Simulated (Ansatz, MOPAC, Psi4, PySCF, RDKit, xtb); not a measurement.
Complex: NH3 (SMILES N) (first 4 atoms) with C2H6O (SMILES CCO); geometry from B3LYP-D3(BJ)/def2-TZVP, rigid monomers moved along the line of their centres of mass till N1···H13 is 3.45 Å.
(charge 0, multiplicity 1):
```xyz
13

N      0.02759    -0.06640     0.46095
H     -0.92042    -0.34525     0.23492
H      0.27489     0.70252    -0.15197
H      0.63870    -0.84438     0.23991
C     -0.15949    -1.22439     5.78248
C     -0.54163     0.23970     5.60590
O      0.34243     0.93978     4.75252
H     -0.83161    -1.72246     6.48664
H      0.86146    -1.30688     6.15933
H     -0.21329    -1.75754     4.82997
H     -1.57726     0.31058     5.24278
H     -0.50809     0.75063     6.57105
H      0.23601     0.58976     3.84661
```

Counterpoise-corrected where a basis set is named; no monomer relaxation. RDKit's UFF carries no charges.

Cores are frozen in the correlated methods. The state reached by PM3, PM6 isn't checked.

Programs: Ansatz (a program for electronic structure); MOPAC for PM3, PM6 (differences of heats of formation); Psi4 for SAPT; PySCF for the dispersion terms; RDKit for the force fields; xtb for the GFN methods. Each number belongs to the level named beside it.

```
level                  interaction energy (kcal/mol)
---------------------  -----------------------------
UFF                                            -0.26
PM3                                            -0.58
PM6                                            -1.16
GFN2-xTB                                       -1.36
r2SCAN-D4/def2-TZVPPD                          -1.79
B3LYP/def2-TZVPPD                                  …
wB97X-V/def2-TZVPPD                            -1.82
CCSD(T)/aug-cc-pVDZ                            -1.77
SAPT0/jun-cc-pV(D+d)Z                              …
```

Question: Some entries are withheld; supply them.

Answer: 
- B3LYP/def2-TZVPPD, interaction energy (kcal/mol): -1.49
- SAPT0/jun-cc-pV(D+d)Z, interaction energy (kcal/mol): -1.90
